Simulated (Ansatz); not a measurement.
Mulliken charges of C3H4Se (`[Se]=C1CC1`) from PBE/def2-TZVPP in Ansatz (PBE0-D4/def2-TZVP geometry).

```json
{"atom": "Se1", "x (Å)": "-2.385", "y (Å)": "0.895", "z (Å)": "-0.390", "charge (e)": "-0.081"}
{"atom": "C2", "x (Å)": "-0.779", "y (Å)": "0.290", "z (Å)": "-0.133", "charge (e)": "-0.078"}
{"atom": "C3", "x (Å)": "0.571", "y (Å)": "0.525", "z (Å)": "0.361", "charge (e)": "-0.094"}
{"atom": "C4", "x (Å)": "0.168", "y (Å)": "-0.809", "z (Å)": "-0.261", "charge (e)": "-0.094"}
{"atom": "H5", "x (Å)": "0.720", "y (Å)": "0.571", "z (Å)": "1.436", "charge (e)": "0.087"}
{"atom": "H6", "x (Å)": "1.214", "y (Å)": "1.189", "z (Å)": "-0.208", "charge (e)": "0.087"}
{"atom": "H7", "x (Å)": "0.538", "y (Å)": "-1.051", "z (Å)": "-1.252", "charge (e)": "0.087"}
{"atom": "H8", "x (Å)": "0.044", "y (Å)": "-1.668", "z (Å)": "0.392", "charge (e)": "0.087"}
```

Q: By hand: the dipole of these point charges (1 e Å = 4.8032 D).

A: Σ q r = (0.403, -0.152, 0.065) e Å, of length 0.436 e Å = 2.09 D.

Q: How does the dipole of the full density compare? (Best estimate.)

A: Computed: (0.462, -0.174, 0.074) e Å, 2.40 D; the point charges give 0.87 times that, at 0° from its direction.

Point charges leave out the atoms' own dipoles, such as those of lone pairs, and Mulliken's split depends on the basis, so the close match here is no proof of good charges.
